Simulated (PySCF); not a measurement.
Species: C4H5F3O3.
Structure used (GFN2-xTB), in Å, numbered top down from 1:
```xyz
15
C4H5F3O3 angstrom
F      2.6602   -0.1309   -1.2873
C      2.1020    0.2511   -0.1347
F      2.2447    1.5647   -0.0334
F      2.8163   -0.3120    0.8443
C      0.6346   -0.1966   -0.0648
O      0.1273    0.1960    1.1724
C     -1.2543   -0.0674    1.2378
O     -1.9459    0.5351    0.1871
C     -1.4219    0.1267   -1.0391
O     -0.0421    0.3919   -1.1316
H      0.6061   -1.3068   -0.1576
H     -1.4173   -1.1643    1.2230
H     -1.6134    0.3699    2.1690
H     -1.9067    0.7099   -1.8215
H     -1.5941   -0.9591   -1.1856
```

NICS is the negative of the GIAO shielding at a point without a nucleus: at the ring centre (0) and 1 Å above and below it (1); zz is the component along the ring normal. Level: GIAO PBE0/pcSseg-1 (PySCF, non-relativistic, gas phase) on the GFN2-xTB geometry, one conformer.

Ring bond lengths (Å), with Mayer bond orders in brackets: C5–O6 1.394 (0.97), O6–C7 1.408 (0.94), C7–O8 1.395 (0.97), O8–C9 1.395 (0.97), C9–O10 1.408 (0.94), O10–C5 1.394 (0.97).

Question: Give the NICS values of each ring in ppm.

Answer: 
```json
{"ring": "C5–O6–C7–O8–C9–O10", "type": "6-membered ring with 3 O; formal bonds all single", "NICS(0)": "-2.9", "NICS(1), two faces": "-1.9 / -1.0", "NICS(1)zz, two faces": "1.4 / 4.1", "rms pucker (Å)": "0.21", "centre to ring atoms, mean (Å)": "1.35"}
```

Question: What can be read from them?

Answer: 
- C5–O6–C7–O8–C9–O10: mean NICS(1)zz 2.8 ppm, near zero. C5, C7, C9 have four or more neighbours; no verdict on aromaticity is drawn.

Question: List the ring angles and the Hirshfeld charges of the ring atoms.

Answer: 
- C5–O6–C7–O8–C9–O10: C5 112.6° (+0.077 e), O6 110.2° (-0.150 e), C7 111.8° (+0.074 e), O8 110.5° (-0.147 e), C9 111.8° (+0.074 e), O10 110.2° (-0.150 e); sum 667.0° against 720° for a flat convex ring.

Question: How shielded are the nuclei of the rings and their hydrogens (means over atoms taken as equivalent)?

Answer: 
| atoms | environment | σ isotropic (ppm) | principal values of the symmetric part, first atom (ppm) |
| --- | --- | --- | --- |
| C5 | sp3 carbon bearing two oxygens | 87.5 | 77.0, 90.2, 95.4 |
| O6 (×2) | cyclic ether oxygen | 232.7 | 185.9, 208.0, 304.3 |
| C7 (×2) | sp3 carbon bearing two oxygens | 91.1 | 71.3, 89.9, 112.2 |
| O8 | cyclic ether oxygen | 236.0 | 177.2, 199.7, 331.1 |
| H11 | methine hydrogen | 26.61 | 24.8, 25.4, 29.6 |
| H12 (×2) | methylene hydrogen | 26.52 | 21.7, 26.5, 31.3 |
| H13 (×2) | methylene hydrogen | 26.20 | 22.1, 25.3, 31.2 |

The run took 27 s on Arm Neoverse V2, one thread, no GPU, shared host with 192 logical CPUs at a one-minute load of 102, and the process peaked at 0.85 GiB of memory. This is the whole shielding run at PBE0/pcSseg-1, SCF included.
